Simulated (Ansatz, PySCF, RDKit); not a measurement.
Pair of molecules: SiH4 (SMILES [SiH4]) (first 5 atoms) with PH3 (SMILES P); geometry from B3LYP-D3(BJ)/def2-TZVP.
(charge 0, multiplicity 1):
```
atom    x (Å)    y (Å)    z (Å)
----  -------  -------  -------
Si    -0.2272  -0.0171   0.0045
H     -0.5467   1.3454   0.4845
H     -1.1557  -0.9899   0.6214
H      1.1644  -0.3583   0.3739
H     -0.3711  -0.0660  -1.4688
P      0.1683   0.1178   4.0995
H      0.8747   0.9822   3.2247
H      0.4624  -1.0372   3.3307
H     -1.0728   0.3370   3.4493
```

Interaction energies are E(AB) − E(A) − E(B) at the monomers' geometry in the complex; basis-set methods are counterpoise corrected. Rows marked so take none.

Rows in 3-21G carry no dispersion term and start afresh at each structure.

Programs: Ansatz (Gaussian basis) for Hartree–Fock, density functionals and correlated methods; PySCF for 3-21G rows, the dispersion terms; RDKit for the force fields. 

**Question.** One of these levels gives -0.40 kcal/mol for the interaction energy. Which one is it?
(A) MMFF94
(B) B3LYP-D3(BJ)/def2-TZVPPD
(C) B3LYP/3-21G (no counterpoise)

**Answer.** C, B3LYP/3-21G (no counterpoise). The others give -0.09 (MMFF94), -1.21 (B3LYP-D3(BJ)/def2-TZVPPD)

Ansatz is an electronic-structure program.
